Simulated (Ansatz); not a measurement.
`C[SiH2][SiH](Cl)Cl` + H–F → `F[SiH2][SiH](Cl)Cl` + CH₄ at 298.15 K and 1 bar (ligand exchange at the Si–C bond).

Computed with Ansatz on PBE0-D4/def2-TZVP structures; ΔE is electronic, products minus reactants. CBS: MP2 limit from def2 TZ/QZ plus the TZ coupled-cluster correction, frozen cores. This one scheme is used for every species. One conformer a species, not always the lowest.

| species | CCSD(T)/CBS energy (Eh) | H − E (kJ/mol) | S (J/(mol·K)) |
| --- | --- | --- | --- |
| `C[SiH2][SiH](Cl)Cl` | -1539.48961 | 199.6 | 393.8 |
| H–F | -100.39570 | 33.5 | 173.6 |
| `F[SiH2][SiH](Cl)Cl` | -1599.46845 | 108.3 | 378.3 |
| CH₄ | -40.46206 | 127.4 | 186.2 |

H − E and S are ideal-gas, rigid-rotor, harmonic terms from PBE0-D4/def2-TZVP, for one conformer and one mirror image of each species. 1 Eh = 2625.50 kJ/mol, R = 8.31446 J/(mol·K).

Problem. By hand: ΔE, ΔH, ΔS and ΔG.

Solution. ΔE = (-1599.46845) + (-40.46206) − (-1539.48961) − (-100.39570) = -0.04520 Eh = -118.7 kJ/mol. Δ(H − E) = 108.3 + 127.4 − 199.6 − 33.5 = 2.6, so ΔH = -116.1 kJ/mol. ΔS = 378.3 + 186.2 − 393.8 − 173.6 = -2.9 J/(mol·K). ΔG = -116.1 − 298.15 × (-2.9)/1000 = -115.2 kJ/mol.

Problem. By hand: the equilibrium constant, and the temperature at which ΔG would vanish if ΔH and ΔS stayed fixed.

Solution. log₁₀ K = −ΔG/(RT ln 10) = 20.2. ΔG = 0 at ΔH/ΔS = 40034 K, far beyond where these terms or the molecules hold.

The number of gas molecules stays the same, so ΔS is small and ΔH decides. A doubt of 5 kJ/mol in ΔE shifts log₁₀ K by 0.9 here. Other conformers and mirror images would add mixing entropy, several J/(mol·K) or more a flexible species. Modes under 60 cm⁻¹, often nearly free rotors, make the harmonic entropy too high. These are equilibria of isolated gas molecules and say nothing of rates. Largest T1 diagnostic: 0.011 (customary marks: 0.02 for closed shells, 0.045 for open ones).
